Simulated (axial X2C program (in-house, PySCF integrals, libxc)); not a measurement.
Potential curves of CaP⁺, 2c

Computed with an in-house relativistic program for diatomic molecules. Two-component (2c) means X2C with spin–orbit coupling and atomic mean-field two-electron Coulomb and Gaunt terms. Basis: Ca dyall-cv3z [11s12p6d4f], P dyall-v3z [8s7p2d1f] (cores contracted in-house); Gaussian nuclei, density fitting, unrestricted open shells. Masses: Ca 39.963 u, P 30.974 u.

State: Ω = 1 (⟨Sz⟩ = 1.00, ⟨Lz⟩ = 0.00 at PBE0). Energies in eV from the fragments at the same level (Ca+ + P). Fits are polynomials in 1 − R0/R over 0.85 to 1.23 times the lowest point R0.

| R (Å) | PBE0 | PBE50 |
| --- | --- | --- |
| 2.3081 | -1.0732 | -0.9058 |
| 2.4142 | -1.4175 | -1.2584 |
| 2.4938 | -1.5643 | -1.4080 |
| 2.5734 | -1.6385 | -1.4824 |
| 2.6530 | -1.6565 | -1.4985 |
| 2.7459 | -1.6243 | -1.4621 |
| 2.8387 | -1.5507 | -1.3827 |
| 2.9581 | -1.4167 | -1.2403 |
| 3.1040 | -1.2222 | -1.0397 |
| 3.3163 | -0.9364 | -0.7728 |

Occupations by symmetry block were frozen at the best pattern of an incomplete PBE0 search. Dissociation energies refer to the lowest single-determinant-based atoms at the same level and basis. Density functionals use the spin component along the axis (collinear). Other states lie close and PBE0, whose exact exchange favours high spin, may order them wrongly; the determinant shown need not be the ground state. The nearest other 2c determinant of the search, Ω = 2, lies 0.87 eV up at the distance of the search. With several unpaired electrons one determinant need not be a pure state. Open-shell Ω = 0 determinants with evenly filled partner blocks cannot be reached by this program, so the Ω shown need not be the lowest component. This is the Ω = 1 component of a π² triplet; the 0⁺ component is not one determinant and can lie lowest. The determinant is spin-polarised beyond a pure state at some levels (its spin-free form has ⟨S²⟩ too high), which makes Re and μ there less reliable.

(1) Fit the PBE0 curve near its minimum: give the equilibrium distance, the harmonic wavenumber and the well depth.

(2) Fit the PBE50 curve near its minimum: give the equilibrium distance, the harmonic wavenumber and the well depth.

## Answers

(1) At PBE0, 2c: Re = 2.643 Å, ωe ≈ 329 cm⁻¹, De = 1.66 eV to Ca+ + P; Be follows as 0.138 cm⁻¹.

(2) At PBE50, 2c: Re = 2.639 Å, ωe ≈ 338 cm⁻¹, De = 1.50 eV to Ca+ + P; Be follows as 0.139 cm⁻¹.
